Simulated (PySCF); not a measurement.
# Simulated absorption spectrum

C₄H₁₀Si.
Cartesian coordinates in Å at the GFN2-xTB level; atoms count from 1:
```xyz
15
C4H10Si angstrom
C     -0.976    1.703    0.336
Si    -0.167    0.022    0.001
C     -1.378   -1.401   -0.320
C      1.553   -0.038   -0.771
C      1.526   -0.354    0.743
H     -1.619    1.660    1.210
H     -0.225    2.466    0.511
H     -1.584    2.020   -0.506
H     -0.846   -2.328   -0.504
H     -2.035   -1.556    0.531
H     -2.001   -1.196   -1.184
H      1.847   -0.858   -1.410
H      2.069    0.871   -1.045
H      1.802   -1.365    1.010
H      2.029    0.364    1.375
```

Method used: PySCF, TDDFT B3LYP/def2-SVPD, vertical, gas phase, core orbitals frozen in the response.

Computed states:

```csv
state,E (eV),f
S1,5.55,0.0003
S2,6.46,0.017
S3,6.51,0.0023
S4,6.51,0.125
S5,6.82,0.0000
S6,7.06,0.014
S7,7.30,0.0035
S8,7.40,0.015
```

Each state is given a Gaussian of 0.4 eV full width at half maximum, with ε(max) = 2.175×10⁸ f / Δν̃ (Δν̃ the width in cm⁻¹). The width is an assumption, not a result. The curve ends short of the highest state used, and states not computed would add to its high-energy end.

Task: Give the broadened spectrum and its maxima.

Result: 
λ (nm), ε (L mol⁻¹ cm⁻¹) and a bar:
```
    182.4       2538 ########
    183.6       3579 ###########
    184.9       4991 ################
    186.1       6419 ####################
    187.4       7879 #########################
    188.6       8935 ############################
    189.8       9541 ##############################
    191.1       9591 ##############################
    192.3       9086 ############################
    193.6       8061 #########################
    194.8       6835 #####################
    196.1       5401 #################
    197.3       4133 #############
    198.5       3020 #########
    199.8       2044 ######
    201.0       1363 ####
    202.3        839 ###
    203.5        515 ##
    204.7        304 #
    206.0        165 #
    207.2         91 
    208.5         46 
    209.7         25 
    211.0         13 
    212.2          9 
    213.4          8 
    214.7          8 
    215.9          9 
    217.2         11 
    218.4         13 
    219.6         15 
    220.9         16 
    222.1         17 
    223.4         18 
    224.6         17 
    225.9         17 
    227.1         15 
    228.3         14 
    229.6         12 
    230.8         10 
    232.1          9 
    233.3          7 
    234.6          5 
    235.8          4 
    237.0          3 
    238.3          2 
    239.5          2 
    240.8          1 
    242.0          1 
    243.2          1 
    244.5          0 
    245.7          0 
    247.0          0 
    248.2          0 
    249.5          0 
    250.7          0
```

Maxima: 224 nm (5.55 eV), ε about 18, made up of S1 (100%); 191 nm (6.51 eV), ε about 9600, made up of S2 (11%) and S4 (87%) (ε in L mol⁻¹ cm⁻¹; maxima over ε = 5, shares over 10%).

Task: Coming from long wavelengths, where does ε first pass 100 L mol⁻¹ cm⁻¹?

Result: At about 207 nm (5.99 eV), 0.44 eV above S1.

Task: What would ε be at 6.51 eV, the highest of these maxima, with half the width (0.2 eV)?

Result: About 19000 L mol⁻¹ cm⁻¹ against 9650, a factor of about 1.97; a lone state at its own centre would give exactly 2.

Task: On this curve, what absorbance would a 10⁻⁴ mol/L sample give at 193 nm over a 1 cm path?

Result: 193 nm is 6.424 eV, where ε is about 8600 L mol⁻¹ cm⁻¹, so A = ε c l ≈ 0.86 (Beer–Lambert, with the gas-phase spectrum and the assumed width).

The run took 33 s of wall time on an Arm Neoverse N1 with one thread, on a shared host, and the process peaked at 0.67 GiB of memory.
